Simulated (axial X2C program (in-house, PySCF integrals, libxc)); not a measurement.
# TlF: computed against measured constants

Computed with an axial X2C code built on PySCF integrals. Spin-free means the one-electron spin-free X2C Hamiltonian; two-component (2c) means X2C with spin–orbit coupling and atomic mean-field two-electron Coulomb and Gaunt terms, so the difference of the two also holds small scalar two-electron terms. Basis: Tl dyall-cv4z [14s16p11d7f3g], F dyall-av4z [8s7p4d3f2g] (cores contracted in-house); Gaussian nuclei, density fitting, unrestricted open shells. Masses: Tl 204.974 u, F 18.998 u.

```
Hamiltonian    level  Re (Å)  ωe (cm⁻¹)  ωexe (cm⁻¹)  De (eV)
  spin-free     PBE0   2.097      466.1         2.22     5.08
  spin-free       HF   2.086      475.2         2.39     3.21
  spin-free      MP2   2.096      468.6         2.18     5.54
  spin-free     CCSD   2.090      473.8         2.25     5.09
  spin-free  CCSD(T)   2.094      471.2         2.21     5.25
  spin-free     BP86   2.124      446.5         2.15     5.46
  spin-free   PBEsol   2.099      463.8         2.21     5.75
  spin-free    B3LYP   2.118      452.2         2.16     5.19
         2c     PBE0   2.092      468.3         2.23     4.51
         2c       HF   2.080      478.2          2.4     2.57
         2c      MP2   2.091      470.6         2.18     4.94
         2c     CCSD   2.085      475.9         2.26     4.46
         2c  CCSD(T)   2.090      473.0         2.22     4.62
         2c     BP86   2.119      447.3         2.18     4.91
         2c   PBEsol   2.094      465.0         2.24     5.21
         2c    B3LYP   2.113      453.9         2.17     4.55
```

De refers to Tl + F.

Correlated methods: 20 electrons correlated (number of frozen shells: Tl 5 s, 4 p, 2 d, 1 f; F 1 s), 396 virtual spin orbitals or spinors in MP2, 180 natural virtuals in coupled cluster.

Measured (Huber and Herzberg, Constants of Diatomic Molecules, 1979; state 1Σ+): Re (Å) 2.08444, ωe (cm⁻¹) 477.3, ωexe (cm⁻¹) 2.3.

(1) Work out the error of each level, computed minus measured.

The state is one determinant whose occupation by symmetry is held fixed; it was picked as the lowest of a PBE0 search that is not exhaustive. Closed shells are restricted here (equal orbitals for both partners); the stretched side of such a curve lies too high. De is counted from the lowest determinant-based energies of the atoms at the same level, without counterpoise correction. Coupled cluster ran in a truncated set of natural virtual spinors; the MP2 energy of the rest was added. (T) has no such correction and the atoms are truncated less, which lowers De at CCSD(T) by a hundredth of an eV or more. A 2c atom that is not at its ground J level misses part of its spin–orbit lowering, and De is too large by that part (0.04 eV or less for light atoms). This holds for PBE0, BP86, PBEsol, B3LYP. The functionals have no current-density term, which raises determinants with orbital currents, atoms included.

## Answers

(1) 

```csv
Hamiltonian,level,Re (Å),ωe (cm⁻¹),ωexe (cm⁻¹)
spin-free,PBE0,0.013,-11.2,-0.08
spin-free,HF,0.002,-2.1,0.09
spin-free,MP2,0.012,-8.7,-0.12
spin-free,CCSD,0.006,-3.5,-0.05
spin-free,CCSD(T),0.010,-6.1,-0.09
spin-free,BP86,0.040,-30.8,-0.15
spin-free,PBEsol,0.015,-13.5,-0.09
spin-free,B3LYP,0.034,-25.1,-0.14
2c,PBE0,0.008,-9.0,-0.07
2c,HF,-0.004,0.9,0.10
2c,MP2,0.007,-6.7,-0.12
2c,CCSD,0.001,-1.4,-0.04
2c,CCSD(T),0.006,-4.3,-0.08
2c,BP86,0.035,-30.0,-0.12
2c,PBEsol,0.010,-12.3,-0.06
2c,B3LYP,0.029,-23.4,-0.13
```
